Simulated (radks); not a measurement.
Charge is removed step by step from the 5s down level of Gd2+, starting from [Kr] 4d10 4f7 5s(up 1, down 1) 5p6 5d1. All-electron calculation, scalar-relativistic Kohn-Sham, PBE, spin-polarised, spherical densities, finite nucleus; open shells are filled with parallel spins first (spin-orbit coupling, left out, can overturn this in heavy ions); Fermi nuclear charge, rms radius 5.1569 fm. Program: a radial shooting solver on a logarithmic mesh with Libxc functionals.

removed (e)  E - E(0) (eV)  eigenvalue (eV)  E minus straight line (eV)
0                    0.000          -61.255                       0.000
0.25                15.711          -64.507                      -1.246
0.5                 32.242          -67.822                      -1.670
0.75                49.610          -71.191                      -1.259
1                   67.825          -74.610                       0.000

Removing the whole electron costs 67.825 eV by Delta-SCF, against 61.255 eV from minus the eigenvalue at the starting occupation. Slater's transition state (half an electron removed) gives 67.822 eV. Integrating minus the eigenvalue over the occupation (Janak's theorem) gives 67.858 eV. In this scalar-relativistic scheme the density is built from large components alone, so the theorem holds only approximately. The mean slope of the eigenvalue, de/dn, is 13.4 eV per electron.
